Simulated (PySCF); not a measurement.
CH6Ge, SMILES [GeH3][CH3]. Coordinates come from a B3LYP-D3(BJ)/def2-TZVP optimisation.

Computed equilibrium geometry at B3LYP-D3(BJ)/def2-TZVP (PySCF confirms it by a frequency run) as bond lengths and angles, and its point group:
point group C3v.
Atoms: Ge1 C2 H3 H4 H5 H6 H7 H8. Bonded distances (Å): Ge1–C2 1.966, Ge1–H3 1.541, Ge1–H4 1.541, Ge1–H5 1.541, C2–H6 1.090, C2–H7 1.090, C2–H8 1.090. Bond angles (°): C2–Ge1–H3 110.4, C2–Ge1–H4 110.4, C2–Ge1–H5 110.4, H3–Ge1–H4 108.6, H3–Ge1–H5 108.6, H4–Ge1–H5 108.6, Ge1–C2–H6 110.2, Ge1–C2–H7 110.2, Ge1–C2–H8 110.2, H6–C2–H7 108.7, H6–C2–H8 108.7, H7–C2–H8 108.7.
